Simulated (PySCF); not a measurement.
C₃H₄ClFSi, SMILES FC[Si@H](C#C)Cl.

Coordinates come from a PBE-D3(BJ)/def2-SVP optimisation. The structure was generated by enumeration; whether it is a known compound was not checked. The values are those of a single conformer.

Vertical ionisation energy (IE) and electron affinity (EA) in eV. Rows of orbital energies are one-electron estimates. Where ΔSCF, EOM or ADC give a negative EA the extra electron is unbound and the value depends on the basis.

| level | IE | EA |
|---|---|---|
| −ε(HOMO), −ε(LUMO), M06-2X/def2-TZVP (PySCF) | 9.65 | 0.12 |
| −ε(HOMO), −ε(LUMO), PBE/def2-TZVP (PySCF) | ___ | ___ |

What belongs in the gaps? (An estimate is asked for; the answer gives what the named calculation found.)


- −ε(HOMO), −ε(LUMO), PBE/def2-TZVP (PySCF), IE: 7.08
- −ε(HOMO), −ε(LUMO), PBE/def2-TZVP (PySCF), EA: 1.93
